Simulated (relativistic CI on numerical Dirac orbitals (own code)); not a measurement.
**Radial parameters of P XIV**

Method of calculation: Dirac-Coulomb-Breit CI, orbitals from a KLI potential per configuration, model QED, unscaled Slater integrals (own radial code, finite nucleus).

Slater integrals F^k, G^k are unscaled and averaged over j, outside the closed core (none); ζ comes from projecting the Hamiltonian with its Breit term on Σ l·s of the shell.

- 1s2s: G^0(1s,2s) = 66573 cm⁻¹; <r>(1s) = 0.1001, <r^2>(1s) = 0.01341, <r>(2s) = 0.4159, <r^2>(2s) = 0.2018 (bohr units).
- 1s2p: G^1(1s,2p) = 148360, ζ(2p) = 9704.7 cm⁻¹; <r>(1s) = 0.1001, <r^2>(1s) = 0.01341, <r>(2p) = 0.3522, <r^2>(2p) = 0.1493 (bohr units).
- 1s3s: G^0(1s,3s) = 17534 cm⁻¹; <r>(1s) = 0.09985, <r^2>(1s) = 0.01333, <r>(3s) = 0.9443, <r^2>(3s) = 1.013 (bohr units).

Averages of the first 10 configurations, taken without configuration mixing, which lowers the lowest level and can move excited configurations by several eV; other configurations of the list can lie among them:

| Configuration | Parity | States | Average energy above the lowest level (eV) |
| --- | --- | --- | --- |
| 1s² | even | 1 | 0.0 |
| 1s2s | even | 4 | 2127.5 |
| 1s2p | odd | 12 | 2142.6 |
| 1s3s | even | 4 | 2513.1 |
| 1s3p | odd | 12 | 2517.3 |
| 1s3d | even | 20 | 2519.1 |
| 1s4s | even | 4 | 2646.3 |
| 1s4p | odd | 12 | 2648.1 |
| 1s4d | even | 20 | 2648.8 |
| 1s4f | odd | 28 | 2648.9 |
